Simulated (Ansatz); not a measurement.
Molecule: sum formula H5BPO2, charge 1, multiplicity 1. It need not be the lowest isomer of its formula. 
Structure (B3LYP-D3(BJ)/def2-TZVP (Ansatz, a program for electronic structure) minimum search):
SMILES: OB(O)[PH3+]
```xyz
9

O     -0.9775     1.3809    -0.0901
B     -0.6433     0.0930    -0.0442
O     -1.2888    -1.0719    -0.0698
P      1.3279    -0.1785     0.0942
H     -1.9044     1.6473    -0.1614
H     -2.2527    -1.1047    -0.1387
H      2.0524     1.0132     0.1982
H      1.8486    -0.8585    -1.0136
H      1.6839    -0.9564     1.2024
```
Charge +1, spin multiplicity 1.

Total electronic energies in hartree. Cores are frozen in the correlated levels unless marked. No spin-orbit coupling. Non-relativistic unless marked X2C. CBS(X,Y): correlation extrapolated as X^-3; Hartree-Fock from the larger set. [CCSD(T)-MP2]/basis is that difference in the basis named.

| level | program | energy (Eh) |
|---|---|---|
| HF/cc-pV(Q+d)Z | Ansatz | -518.03962 |
| RI-HF/cc-pV(T+d)Z | Ansatz | -518.02246 |
| RI-HF/cc-pV(Q+d)Z | Ansatz | -518.03952 |
| revPBE-D3(BJ)/def2-TZVPD | Ansatz + dftd3 | -519.47626 |
| revPBE/def2-TZVPD | Ansatz | -519.46177 |
| B97M-V/def2-TZVPD | Ansatz | -519.45774 |
| PBE0/def2-TZVPD | Ansatz | -519.25810 |
| PBE0/def2-QZVPP | Ansatz | -519.28137 |
| BHLYP/def2-TZVPD | Ansatz | -519.50054 |
| r2SCAN0-D4/def2-TZVPD | Ansatz + dftd4 | -519.44023 |
| r2SCAN0/def2-TZVPD | Ansatz | -519.43889 |
| HSE06/def2-TZVPD | Ansatz | (withheld) |
| CAM-B3LYP-D4/def2-TZVPD | Ansatz + dftd4 | -519.53272 |
| CAM-B3LYP/def2-TZVPD | Ansatz | -519.52867 |
| RPA@PBE/cc-pV(T+d)Z | Ansatz | -519.15523 |
| RI-MP2/cc-pV(T+d)Z | Ansatz | -518.74598 |
| SCS-MP2/STO-3G | Ansatz | -512.00370 |
| SCS-MP2/cc-pV(Q+d)Z | Ansatz | -518.82064 |
| CCSD/cc-pwCVTZ | Ansatz | -518.79069 |
| X2C-CCSD(T)/cc-pVTZ-DK | Ansatz | -519.72670 |
| CCSD(T) with core electrons (1s frozen past Ne)/cc-pwCVTZ | Ansatz | -519.23488 |
| RI-MP2/CBS(cc-pV(T+d)Z,cc-pV(Q+d)Z)+[CCSD(T)-MP2]/cc-pV(T+d)Z | Ansatz | -518.9181 |
| CCSD(T)/CBS(cc-pV(T+d)Z,cc-pV(Q+d)Z) | Ansatz | -518.9119 |

Question: Complete the blanks.

Answer: 
- HSE06/def2-TZVPD, energy (Eh): -519.24257
